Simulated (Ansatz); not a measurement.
`[AlH2][SiH2]O[SiH3]` + `NBF` → `FBN[SiH3]` + `O[SiH2][AlH2]`  (ligand exchange at the Si–O bond)

Computed with Ansatz on PBE0-D4/def2-TZVP structures; ΔE is electronic, products minus reactants. CCSD(T)/CBS is the MP2 limit (def2-TZVPP, def2-QZVPP) plus CCSD(T) − MP2 in def2-TZVPP, frozen cores. This one scheme is used for every species. Functionals use def2-TZVPP. One conformer a species, not always the lowest.

(1) Is it downhill or uphill in electronic energy at CCSD(T)/CBS, and by how much? (Best estimate.)

(2) What do these levels give: PBE-D4, PBE, r2SCAN, MP2/def2-TZVPP, CCSD/def2-TZVPP, HF/def2-QZVPP? (Estimate.)

Largest T1 diagnostic among the species: 0.012.

Answers

(1) The calculation gave: Uphill: ΔE = +60.8 kJ/mol.

(2) Ansatz gave: PBE-D4 56.7, PBE 56.2, r2SCAN 61.3, MP2/def2-TZVPP 61.4, CCSD/def2-TZVPP 62.8, HF/def2-QZVPP 73.2 kJ/mol.

In def2-TZVPP, CCSD(T) changes the Hartree–Fock value by −10.8 kJ/mol (the triples alone add −1.6 kJ/mol) and MP2 by −10.6 kJ/mol.
